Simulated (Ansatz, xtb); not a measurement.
**Two structures of F3GeH2NSi**

Structure X: a singlet given by its coordinates. Structure Y: a singlet given by its coordinates. Both are isolated molecules in the gas phase, relaxed with B3LYP/6-31G*.

X (Å):

| atom | x (Å) | y (Å) | z (Å) |
| --- | --- | --- | --- |
| F | 0.4791 | 2.2511 | 0.8141 |
| F | 2.0732 | 0.2887 | 0.5224 |
| F | -0.3413 | -0.1421 | 1.3271 |
| Ge | -1.4574 | -0.5905 | -1.7703 |
| N | -0.0165 | 0.5051 | -1.2501 |
| Si | 0.5517 | 0.7299 | 0.3419 |
| H | 0.4642 | 1.0074 | -1.9910 |
| H | -1.2540 | -0.1940 | -3.3249 |

Close contacts (Å): F1–Si6 1.59, F2–Si6 1.59, F3–Si6 1.59, Ge4–N5 1.88, N5–Si6 1.71, Ge4–H8 1.62, N5–H7 1.02.

Y (Å):

```xyz
8

F    -0.4690    1.6878    1.2020
F    -1.3078    1.2159   -1.8589
F    -0.1095   -0.9871   -2.4212
Ge    1.2825    1.6562    0.8865
N     1.0633    0.5733   -0.6055
Si   -0.4586    0.0190   -1.2160
H     1.8913    0.3308   -1.1452
H    -1.2858   -0.6807   -0.2269
```

Close contacts (Å): F1–Ge4 1.78, F2–Si6 1.60, F3–Si6 1.61, Ge4–N5 1.86, N5–Si6 1.73, N5–H7 1.02, Si6–H8 1.47.

Estimate which is lower in electronic energy at CCSD(T)/def2-SVP + ΔMP2/def2-TZVPP, and by roughly how much.

The CCSD(T)/def2-SVP + ΔMP2/def2-TZVPP calculation puts structure X lower, by 0.254 eV.

How the difference moves with the method:

| level | geometry | E(Y) − E(X) (eV) | departure from the last row (eV) | job, with rough time for the two |
| --- | --- | --- | --- | --- |
| GFN2-xTB | GFN2-xTB | −0.934 | −1.188 | optimisation, 0.23 s |
| HF/STO-3G | GFN2-xTB | −0.231 | −0.485 | single point, 0.44 s |
| r2SCAN-D4/def2-SVP | GFN2-xTB | +0.146 | −0.108 | single point, 2.7 s |
| B3LYP/6-31G* | B3LYP/6-31G* | +0.166 | −0.088 | optimisation, 40 s |
| HF/def2-SVP | B3LYP/6-31G* | +0.191 | −0.063 | part of the CCSD(T) run |
| MP2/def2-SVP | B3LYP/6-31G* | +0.116 | −0.138 | part of the CCSD(T) run |
| CCSD(T)/def2-SVP | B3LYP/6-31G* | +0.143 | −0.111 | single point |
| CCSD(T)/def2-SVP + ΔMP2/def2-TZVPP | B3LYP/6-31G* | +0.254 |  | single point, 37 s |

GFN2-xTB, HF/STO-3G put the two in the other order. The largest departure from CCSD(T)/def2-SVP + ΔMP2/def2-TZVPP is that of GFN2-xTB, 1.188 eV. The last row adds to CCSD(T) the change of the MP2 difference between the two basis sets, here +0.111 eV.

With harmonic frequencies from B3LYP/6-31G* (ideal gas, rigid rotor, one conformer each, 298.15 K, 1 atm): on the last row, ΔE + ΔZPE = +0.284 eV. A mode under 50 cm⁻¹ makes harmonic enthalpies and free energies unreliable, so none is given.

The correlated steps freeze 18 core orbitals; the filled d shell of Ge is correlated, in a basis made for valence electrons. Programs: Ansatz 0.2.0, xtb 6.7.1; the last row on 2 threads of Intel(R) Xeon(R) 6975P-C (Granite Rapids) on a shared host.
